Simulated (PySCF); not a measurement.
# What a mistake does to a calculation on BCH5NSi

These are calculations, not measurements. The program is PySCF 2.14.0, an open-source quantum chemistry code, run on an isolated molecule that a program drew, which may never have been made. The molecule is BCH5NSi (charge 0, doublet), drawn as the SMILES string `N=BC[SiH2]`.

Each row is a Hartree-Fock (HF) and frozen-core CCSD(T) single point in the cc-pV(D+d)Z basis, meant for a local HF minimum. Run 1 is clean. Each other run has one planted mistake out of seven kinds, and not every kind appears here: one electron removed, one electron added, multiplicity raised by two, geometry at a saddle point, minimal basis STO-3G, one bond length entered in bohr, all coordinates scaled. The reference is restricted for singlets and unrestricted otherwise, and also for a bond in bohr. Adding or removing an electron swaps singlet and doublet. Electrons count all cores. HOMO and LUMO are orbital energies over both spins, the gradient is its largest component, and the lowest frequency (negative if imaginary) is given only where the gradient is small. Bond lengths are over the 8 bonds as drawn. T1 is the CCSD diagnostic: over 0.02 (restricted) or 0.045 (unrestricted) a single reference is doubtful.

Geometry of the clean run:
```xyz
9
BCH5NSi, angstrom
N    -0.9678   -1.5605    0.7323
B    -1.8038   -0.7738    0.2907
C    -2.8523    0.2027   -0.2948
Si   -3.1594   -0.0442   -2.1518
H    -0.3004   -2.1852    1.0960
H    -2.5206    1.2316   -0.1272
H    -3.7995    0.0774    0.2380
H    -1.9176    0.1853   -2.9288
H    -3.6849   -1.4034   -2.4256
```

```
run,electrons,basis functions,<S^2>,HOMO (eV),LUMO (eV),gradient (hartree/bohr),lowest frequency (cm^-1),mean bond (Å),longest bond (Å),T1,HF (hartree),CCSD(T) (hartree),mistake
1,37,90,0.754,-8.93,1.50,3.3e-05,138,1.3517,1.898,0.0150,-408.83980,-409.36575,no fault
2,36,90,0.000,-15.36,-7.03,5.8e-02,-,1.3517,1.898,0.0202,-408.54598,-409.07091,one electron removed
3,37,90,1.238,-9.07,0.98,1.7e-02,-,1.5166,2.802,0.0368,-408.73962,-409.25642,one bond length entered in bohr
4,37,29,0.752,-6.41,6.26,7.0e-02,-,1.3517,1.898,0.0159,-403.99582,-404.24216,minimal basis STO-3G
5,37,90,3.776,-4.10,0.88,1.7e-01,-,1.3517,1.898,0.0145,-408.62606,-409.11278,multiplicity raised by two
6,38,90,0.000,-0.35,8.86,4.9e-02,-,1.3517,1.898,0.0143,-408.81629,-409.37096,?
```

**Which mistake was planted in run 6, and what did it cost?**

It counts 38 electrons, one more than the clean run, at the same geometry and basis. So the mistake is: one electron added. Subtracting run 1 and multiplying by 627.51 kcal/mol a hartree, the energy moved by 14.8 kcal/mol in HF and -3.3 kcal/mol in CCSD(T).

Cautions from the logs. Run 2: T1 is over the limit, so its CCSD(T) energy is less reliable.
